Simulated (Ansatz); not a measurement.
(CdO)6 ring (Cd6O6), 12 atoms. Hardware: 2 threads of AMD EPYC 7R13 on a shared host and a share (18 GiB) of an NVIDIA H100 80GB HBM3.

In the def2 sets Cd takes a core potential; there is no spin–orbit coupling. Correlated methods freeze 6 core orbitals; core or outer-core shells of Cd are correlated, in sets that lack core-valence functions. Single mean-field runs in def2-TZVP are fitted with def2-universal-jkfit.

How many basis functions does each of these Ansatz runs have, and roughly what does it cost? B2PLYP/def2-TZVP, charge 0 singlet, energy, from earlier orbitals; r2SCAN-D4/def2-SVP, charge 0 singlet, relaxation, 4 steps; LC-ωPBE/def2-TZVP, charge 0 singlet, energy and forces, from earlier orbitals; LC-ωPBE/def2-TZVP, charge 1 doublet at the geometry of the charge 0 singlet, energy, from earlier orbitals; PBE0-D4/def2-TZVP, charge 1 doublet at the geometry of the charge 0 singlet, energy; MP2/def2-TZVP, charge 0 singlet, energy, from earlier orbitals; PBE-D4/def2-TZVP, charge 1 doublet at the geometry of the charge 0 singlet, energy, from earlier orbitals; PBE0-D4/def2-TZVP, charge 0 triplet at the geometry of the charge 0 singlet, energy; r2SCAN-D4/def2-TZVP, charge 0 triplet at the geometry of the charge 0 singlet, energy, from earlier orbitals; r2SCAN-D4/def2-TZVP, charge 0 singlet, energy and forces, from earlier orbitals; LDA (SPW92)/def2-TZVP, charge 0 singlet, energy, from earlier orbitals; PBE-D4/def2-TZVP, charge 0 singlet, energy, from earlier orbitals.

Other jobs shared the machine, so times can vary by a factor of up to 3.

| run | functions | fitting or Cholesky vectors | wall time | peak host memory (GiB) |
| --- | --- | --- | --- | --- |
| MP2/def2-TZVP, charge 0 singlet, energy, from earlier orbitals | 426 | 3468 | 4.9 s | 0.95 |
| PBE-D4/def2-TZVP, charge 0 singlet, energy, from earlier orbitals | 426 | 1992 | 5.5 s | 0.85 |
| LDA (SPW92)/def2-TZVP, charge 0 singlet, energy, from earlier orbitals | 426 | 1992 | 6 s | 0.84 |
| B2PLYP/def2-TZVP, charge 0 singlet, energy, from earlier orbitals | 426 | 1992 | 6 s | 1.7 |
| PBE-D4/def2-TZVP, charge 1 doublet at the geometry of the charge 0 singlet, energy, from earlier orbitals | 426 | 1992 | 7 s | 0.96 |
| LC-ωPBE/def2-TZVP, charge 0 singlet, energy and forces, from earlier orbitals | 426 | 1992 | 7 s | 1 |
| r2SCAN-D4/def2-TZVP, charge 0 singlet, energy and forces, from earlier orbitals | 426 | 1992 | 7.5 s | 0.92 |
| r2SCAN-D4/def2-TZVP, charge 0 triplet at the geometry of the charge 0 singlet, energy, from earlier orbitals | 426 | 1992 | 12 s | 1.2 |
| r2SCAN-D4/def2-SVP, charge 0 singlet, relaxation, 4 steps | 270 | 2706 | 13 s | 0.93 |
| PBE0-D4/def2-TZVP, charge 0 triplet at the geometry of the charge 0 singlet, energy | 426 | 1992 | 16 s | 1 |
| PBE0-D4/def2-TZVP, charge 1 doublet at the geometry of the charge 0 singlet, energy | 426 | 1992 | 16 s | 1 |
| LC-ωPBE/def2-TZVP, charge 1 doublet at the geometry of the charge 0 singlet, energy, from earlier orbitals | 426 | 1992 | 22 s | 0.98 |
